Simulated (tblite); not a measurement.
Isomers of C4H12N2Si. Level: GFN2-xTB in tblite, geometry and Hessian alike; calculated harmonic values, unscaled, isolated species. Against measured fundamentals such values can be off by several per cent, at times by over 20. Modes of hydrogen on silicon can be 10 to 20 % off. One conformer each.

Electronic energies: GFN2-xTB at the same geometries; isomer energies are rough at this level and their order can be wrong.

```tsv
SMILES	electronic energy, lowest = 0 (kJ/mol)
CN1CCCN1[SiH3]	0.0
CN[C@@H]1CCN[SiH2]1	4.4
C=CCC[SiH](N)N	55.9
```

Q: How do GFN2-xTB zero-point energies change the relative energies?

A: 
```
             SMILES  ZPE (kJ/mol)  of it from modes above 1550 cm⁻¹  electronic (kJ/mol)  with ZPE, lowest = 0 (kJ/mol)  lowest mode (cm⁻¹)  rings
     CN1CCCN1[SiH3]         409.2                             200.1                  0.0                            0.0                  75      1
CN[C@@H]1CCN[SiH2]1         417.8                             207.9                  4.4                           12.9                  87      1
     C=CCC[SiH](N)N         412.1                             233.1                 55.9                           58.8                  29      0
```

The zero-point energies span 8.6 kJ/mol, from `CN1CCCN1[SiH3]` to `CN[C@@H]1CCN[SiH2]1`. The order is unchanged.

Q: What do entropy and thermal enthalpy add at 298.15 K and 1 bar (rigid rotor, harmonic oscillator, one conformer each)?

A: 
```json
{"SMILES": "CN1CCCN1[SiH3]", "point group": "C1", "symmetry number": "1", "S (J/(mol K))": "380.0", "H − H(0) (kJ/mol)": "25.66", "ZPE + H − H(0) − TS (kJ/mol)": "321.6"}
{"SMILES": "CN[C@@H]1CCN[SiH2]1", "point group": "C1", "symmetry number": "1", "S (J/(mol K))": "374.2", "H − H(0) (kJ/mol)": "25.24", "ZPE + H − H(0) − TS (kJ/mol)": "331.4"}
{"SMILES": "C=CCC[SiH](N)N", "point group": "C1", "symmetry number": "1", "S (J/(mol K))": "421.9", "H − H(0) (kJ/mol)": "30.59", "ZPE + H − H(0) − TS (kJ/mol)": "316.9"}
```
